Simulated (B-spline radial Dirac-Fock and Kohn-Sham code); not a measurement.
## Atomic SCF run for Tm

ΔSCF core binding energies without Breit or QED terms, calculated with a B-spline atomic structure program. Keys: rel is the Hamiltonian (dirac, or spin-free x2c and nr, where L3 and M5 stand for the whole 2p and 3d shells), method is hf or an exchange,correlation pair (spin-unpolarised, also for the hole states), nuc the nuclear model, radius_factor scales its radius, rmax is the box in bohr, h the logarithmic mesh step, order the B-spline order, points the quadrature points per cell, c_factor scales the speed of light, and damp, ndamp, maxit and tol steer the iteration. The run stops when the commutator error falls below 10·tol·max(1, Z/10), or the numerical noise floor, and the energy has settled to about 1e-8 Ha; the virial ratio is −V/T.

Input (task.json):

```json
{"items": [{"Z": 69, "q": 0, "cfg": [[1, 0, 2], [2, 0, 2], [2, 1, 6], [3, 0, 2], [3, 1, 6], [3, 2, 10], [4, 0, 2], [4, 1, 6], [4, 2, 10], [4, 3, 13], [5, 0, 2], [5, 1, 6], [6, 0, 2]], "A": 169, "rrms": 5.2256, "do": "settings", "holes": ["K", "L3", "M5"],
  "settings": [{"rel": "dirac", "method": "lda,vwn", "nuc": "fermi", "radius_factor": 1.0, "rmax": 45.0, "h": 0.3, "order": 8, "points": 10, "c_factor": 1.0, "maxit": 54, "damp": 0.5, "ndamp": 3, "tol": 1e-08, "cfg": "1s2 2s2 2p6 3s2 3p6 3d10 4s2 4p6 4d10 4f13 5s2 5p6 6s2 6p2"}]}]}
```

Command: `python xray2_run.py task.json out`

Ground-state iterations:

```
iter   energy (Ha)        error
   1   -13571.00442256  1.99e+00
   2   -13462.11299447  1.36e+00
   3   -13535.28382379  1.44e+00
   4   -13567.64496744  5.85e-01
   5   -13559.21317703  9.83e-01
   6   -13466.50247915  1.27e+00
   7   -13571.45249428  1.53e-01
   8   -13468.09008627  1.25e+00
   9   -13572.17661646  4.94e-02
  10   -13571.99557168  3.48e-02
  11   -13540.37202477  7.01e-01
  12   -13540.39558263  7.00e-01
  13   -13540.35886596  7.01e-01
  14   -13540.35178673  7.01e-01
  15   -13540.28427039  7.02e-01
  23   -13567.20574595  4.06e-01
  31   -13571.64709663  2.20e-02
  39   -13571.81088150  6.45e-02
  47   -13467.92687256  1.24e+00
  54   -13549.17640745  1.05e+00
```

The ground state had not converged after 54 iterations, with total energy -13549.17641 Ha, virial ratio 1.88479 and highest orbital energy 176.40 eV. Holes are computed only in closed shells, and unreliable hole states are left out.

Question: One setting is unsound. Which, and why?

Answer: cfg describes an anion whose outer electrons are not bound. With the default settings (Dirac Hartree-Fock): The ground state converged in 13 iterations, with total energy -13574.29176 Ha, virial ratio 1.90347 and highest orbital energy -5.29 eV. ΔSCF binding energies: K (1s) 59662.9 eV, L3 (2p3/2) 8669.2 eV, M5 (3d5/2) 1469.8 eV.
